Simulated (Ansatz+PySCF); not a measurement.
A calculation with PySCF 2.14.0.

```python
from pyscf import gto, scf, cc

mol = gto.M(atom="""
C 0.000000 0.000000 2.535000
Be 0.000000 0.000000 0.000000
C 0.000000 0.000000 -2.535000
""", basis='sto-3g', charge=0, spin=0)
mf = scf.RHF(mol)
mf.kernel()
mycc = cc.CCSD(mf, frozen=3).run()
et = mycc.ccsd_t()
print(mf.e_tot, mycc.e_corr, et, mycc.e_tot + et)
```

The script is written out from the run's settings.

Results

* Converged: yes
* Reference energy: -88.42681 hartree
* CCSD correlation energy: -0.42614 hartree
* Triples correction: -0.07084 hartree
* Total energy: -88.92379 hartree
* Spin squared of the determinant: 0.000

Caution: large amplitudes, a single reference is doubtful; an unrestricted determinant lies well below.
